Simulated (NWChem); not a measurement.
System: C₃H₂N₂O; SMILES N#C/N=C/C=O

```xyz
8

N      0.2990     3.0016     0.0000
C     -0.0106     1.8797     0.0000
N     -0.4860     0.6383     0.0000
C      0.2792    -0.3853     0.0000
C     -0.3522    -1.7350     0.0000
O      0.3026    -2.7419     0.0000
H      1.3816    -0.3433     0.0000
H     -1.4687    -1.7191     0.0000
```
Atoms are numbered in this order, from 1.

All runs: NWChem. Geometry: optimised at PBE0/def2-SVP. Level: PBE0/def2-SVP with SMD (1 M gas to 1 M solution), gas-phase geometry.

For solvent water:

| Item | Value |
|---|---|
| solvation free energy (kcal/mol) | -4.5 |
| cavity-dispersion-structure term (kcal/mol) | 6.0 |
| dipole in solution (D) | 2.71 |

Q: What are these values for solvent toluene?

A: The solvation free energy (kcal/mol) comes out as -7.8 and the cavity-dispersion-structure term (kcal/mol) comes out as -3.1. The dipole in solution (D) is 2.43.
